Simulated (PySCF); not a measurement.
C5H6O2, SMILES C[C@H]1OC=CC1=O. Heavy atoms are numbered as in [CH3:1][C@H:2]1[O:3][CH:4]=[CH:5][C:6]1=[O:7]. Hydrogens are named by the atom that carries them.

Geometry: B3LYP-D3(BJ)/def2-SVP. The structure was generated by enumeration; whether it is a known compound was not checked. One conformer was computed; it need not be the lowest.

Level of theory: PBE0/pcSseg-1 (PySCF).

GIAO shieldings, no solvent; atoms alike by connectivity are averaged. δ = σ(ref) − σ: ¹³C against TMS (σ = 186.3 ppm); ¹⁷O against H2O (σ = 334.2 ppm); ¹H against TMS (σ = 31.56 ppm), references at their B3LYP-D3(BJ)/def2-TZVP geometries, non-relativistic.

```
atoms     nucleus  count  δ (ppm)
--------  -------  -----  -------
C6            ¹³C      1    207.6
C4 (CH)       ¹³C      1    186.9
C5 (CH)       ¹³C      1    113.7
C2 (CH)       ¹³C      1      [?]
C1 (CH3)      ¹³C      1      [?]
O7            ¹⁷O      1      [?]
O3            ¹⁷O      1    207.1
H on C4        ¹H      1     8.38
H on C5        ¹H      1      [?]
H on C2        ¹H      1      [?]
H on C1        ¹H      3     1.69
```

Q: Complete the blanks. (The exact figures need the calculation; the answer reports its results.)

A: 
- C2 (CH), δ (ppm): 85.7
- H on C5, δ (ppm): 6.02
- H on C2, δ (ppm): 4.29
- O7, δ (ppm): 571.8
- C1 (CH3), δ (ppm): 19.9
